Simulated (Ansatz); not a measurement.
Compare A (`COC1O[SiH2]1`) with its isomer B (`OC[SiH]1CO1`).

Program: Ansatz. Geometries: PBE0-D4/def2-TZVP. ΔE: electronic, gas phase. CCSD(T)/CBS adds triple-zeta CCSD(T) − MP2 to the extrapolated MP2 energy (def2 sets, frozen cores). DFT in def2-TZVPP. B3LYP here is the variant with VWN-RPA as its local correlation; programs differ in this. One conformer a species, not always the lowest.

Question: Which is lower in electronic energy at CCSD(T)/CBS, and by how much? (Best estimate.)

Answer: The calculation gave: B, by 28.3 kJ/mol.

Question: Give E(B) − E(A) in kJ/mol with BLYP-D4, CCSD/def2-TZVPP, B3LYP, PBE-D4, r2SCAN-D4, MP2/def2-TZVPP, PBE0-D4. (Estimate.)

Answer: Ansatz gave: BLYP-D4 -22.4, CCSD/def2-TZVPP -25.4, B3LYP -23.9, PBE-D4 -26.6, r2SCAN-D4 -24.8, MP2/def2-TZVPP -27.2, PBE0-D4 -27.8. None reverses the order clearly.

Question: Does the order hold for the free energy at 298.15 K (harmonic terms from PBE0-D4)? (An estimate is asked.)

Answer: The calculation gave: Yes: G(B) − G(A) = -27.3 kJ/mol, for one conformer each. Modes under 60 cm⁻¹, often nearly free rotors, make the harmonic entropy too high.

Largest T1 diagnostic: 0.014.

In def2-TZVPP, CCSD(T) changes the Hartree–Fock value by −6.9 kJ/mol (the triples alone add +0.8 kJ/mol) and MP2 by −9.5 kJ/mol. At CCSD(T), def2-SVP lies +25.9 kJ/mol from the extrapolated value and def2-TZVPP +3.7 kJ/mol.
